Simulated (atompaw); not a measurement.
## What one change does to a pseudopotential (zirconium, PAW (atompaw))

* Element: zirconium
* Generator: atompaw 4.2.0.5
* Type: PAW
* Functional: LDA (PW92)
* Relativity: scalar-relativistic
* Frozen core: [Ar] 3d10
* Valence charge: 12
* Reference configuration: 4s2 4p6 4d2 5s2 5p0
* Partial waves: 4s (bound): rc 2.00 bohr; 5s (bound): rc 2.50 bohr; 4p (bound): rc 2.00 bohr; 5p (bound, empty): rc 2.50 bohr; 4d (bound): rc 2.50 bohr; 4d channel at 0.3 Ry: rc 2.50 bohr
* Local potential: bessel scheme, radius 2.30 bohr
* Core correction: smooth core density matched at 2.10 bohr
* Augmentation charge: sinc compensation charge, radius 2.45 bohr; PAW radius 2.50 bohr; waves and projectors: custom rrkj vanderbiltortho

Change: local potential bessel scheme, radius 1.80 bohr.

Cutoffs: the cutoffs (Ry, on a coarse ladder) from which the occupation-weighted sum of valence levels, in a spherical-Bessel basis at the reference potential, stays within 10 and 1 mRy of its value at 400 Ry; they do not see the model core or the augmentation charge, which bear on the density cutoff.

Task: What does the change do?

Result: The potential gets neither clearly harder nor softer (21 Ry and 35 Ry → 21 Ry and 35 Ry); the range in which the s phases agree narrows (upper end 4.5 → 0.5); the range in which the d phases agree widens (upper end 3.4 → at the end of the scan); neither file shows a bound ghost.

```csv
quantity,base,changed
"cutoff, loose",21 Ry,21 Ry
"cutoff, tight",35 Ry,35 Ry
bound ghosts,none,none
s: phases at 2.52 bohr within 0.05 rad from the reference energy up to (Ry; the scan ends near 5),4.5,0.5
p: phases at 2.52 bohr within 0.05 rad from the reference energy up to (Ry; the scan ends near 5),to the end of the scan,to the end of the scan
d: phases at 2.52 bohr within 0.05 rad from the reference energy up to (Ry; the scan ends near 5),3.4,to the end of the scan
lowest overlap eigenvalue by channel,"s 0.12, p 0.08, d 0.97","s 0.08, p 0.09, d 0.98"
```

 The cutoffs see the waves, projectors and local potential, not the compensation charge or the core.
